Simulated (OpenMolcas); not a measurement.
**How methods differ on GaH2OF (SMILES [OH][GaH][F])**

GaH2OF: 5 atoms, total charge 0, spin state singlet. As SMILES, `[OH][GaH][F]`. Geometry: relaxed at PBE0-D4/def2-TZVP. This is one conformer, not always the lowest.

```jsonl
{"atom": "O", "x (Å)": "-1.1304", "y (Å)": "-0.5887", "z (Å)": "-0.2838"}
{"atom": "Ga", "x (Å)": "0.3837", "y (Å)": "0.2805", "z (Å)": "0.0156"}
{"atom": "F", "x (Å)": "0.4383", "y (Å)": "1.7778", "z (Å)": "-0.8812"}
{"atom": "H", "x (Å)": "-1.2106", "y (Å)": "-1.4207", "z (Å)": "0.1872"}
{"atom": "H", "x (Å)": "1.5690", "y (Å)": "-0.1226", "z (Å)": "0.9209"}
```

Quantity: the vertical energy of the triplet above the singlet, in eV. The values are calculated.

| level | kind | program | value (eV) | CPU time (all runs) |
| --- | --- | --- | --- | --- |
| SVWN5/cc-pVDZ | LDA | OpenMolcas | 6.20 | 80 s |
| BLYP/cc-pVDZ | GGA | OpenMolcas | 6.00 | 86 s |
| PBE/cc-pVDZ | GGA | OpenMolcas | 5.97 | 79 s |
| revPBE/cc-pVDZ | GGA | OpenMolcas | 5.97 | 69 s |
| B3LYP/cc-pVDZ | global hybrid | OpenMolcas | 6.40 | 53 s |
| BHLYP/cc-pVDZ | global hybrid | OpenMolcas | 6.68 | 95 s |
| M06-2X/cc-pVDZ | hybrid meta-GGA | OpenMolcas | 6.89 | 98 s |
| PBE0/cc-pVDZ | global hybrid | OpenMolcas | 6.45 | 62 s |

All-electron rows without a relativistic Hamiltonian named are non-relativistic. The values span 5.97 to 6.89 eV. A triplet this far above the singlet is often a Rydberg-like or dissociative state; sets without diffuse functions put Rydberg states too high. Times are those of the runs behind each value, whatever else they computed, on shared processors of several kinds: orders of magnitude only.
